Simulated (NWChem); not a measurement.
System: SnH$_{4}$Se$_{2}$; SMILES [SeH][SnH2][SeH]

The following NWChem deck was run.

```
start job
memory heap 200 mb stack 900 mb global 1100 mb
geometry units angstroms noautoz
  Sn     0.000000     0.000000    -0.760641
  Se     2.126237     0.088375     0.677585
  Se    -2.126237    -0.088375     0.677585
  H      0.069668     1.439781    -1.714553
  H     -0.069668    -1.439781    -1.714553
  H      1.782281    -1.202043     1.327178
  H     -1.782281     1.202043     1.327178
end
basis spherical
  * library 3-21g
end
dft
  xc xtpss03 ctpss03
  iterations 150
  mulliken
end
task dft energy
```

Structure relaxed at the PBE-D3(BJ)/def2-SVP (def2 core potentials past Kr) level. No frequency run checked for a minimum.

### Question
Give the results of this calculation. (TPSS/3-21G, non-relativistic.) Quantities: basis functions; energy (Ha); highest occupied level (eV); orbital gap (eV); dipole (D).

### Answer
```
Property                         Value
---------------------------  ---------
number of basis functions           83
energy (Ha)                  -10781.06
highest occupied level (eV)      -5.90
orbital gap (eV)                  4.08
dipole (D)                        0.68
```
